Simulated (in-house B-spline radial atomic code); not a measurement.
RPA and G0W0 on wB97X: the manganese ion Mn²⁺

Configuration [Ar] 3d5, highest spin, mean-field start wB97X. Computed with a B-spline radial code for spherical atoms: all electrons, non-relativistic, point nucleus, each spin shell either full or empty, empty states to l = 9 with an (l + 1/2)⁻⁴ tail; G0W0 by contour deformation at full frequency.

Command:
```bash
python run_gw.py task.json out
```
Settings (radii: box in bohr, nucleus in fm):
```
Z                        25
electrons                23
configuration            [Ar] 3d5
hamiltonian              nr
method                   wb97x
lmax                     9
spin_polarised           True
box_radius               17.55
intervals                51
```

Run time, properties included: 3.2 s on 1 thread of Arm Neoverse N1 (shared host).

Energies (hartree):

```tsv
term	value
mean-field total	-1150.16915
Hartree-Fock functional on these orbitals	-1149.10009
direct second order	-1.7018
second-order exchange	0.55983
SOSEX correction	0.51377
```

What is the RPA correlation energy, and what remains with SOSEX?

RPA gives -1.4891 hartree (-1.76 eV per electron); RPA + SOSEX gives -0.9753, and the second-order doubles -1.142 hartree (no singles). SOSEX takes back 35 % of the RPA value.

Quasi-particle levels (eV):

```
  level  occupied  mean field  Σx - vxc     Σc  QP weight     G0W0
  3d up       yes      -30.58     -4.67      ?          ?        ?
3p down       yes      -73.66     -4.88   1.36      0.916   -77.18
3d down        no     -15.577      6.94  -4.79      0.941  -13.433
```

G0W0 = mean field + (Σx - vxc) + Σc, with Σc (partial-wave tail included) taken at the quasi-particle energy. Only the outer levels were computed. Levels of low weight are left out.

Where does G0W0 put 3d up?

At -34.24 eV, with Σc = 1.01 eV and a quasi-particle weight of 0.934. The tabulated removal energy is 33.668 ± 0.012 eV (NIST, measured); the calculation leaves out relativity, Breit and QED terms, and what these don't explain is the method's own error.
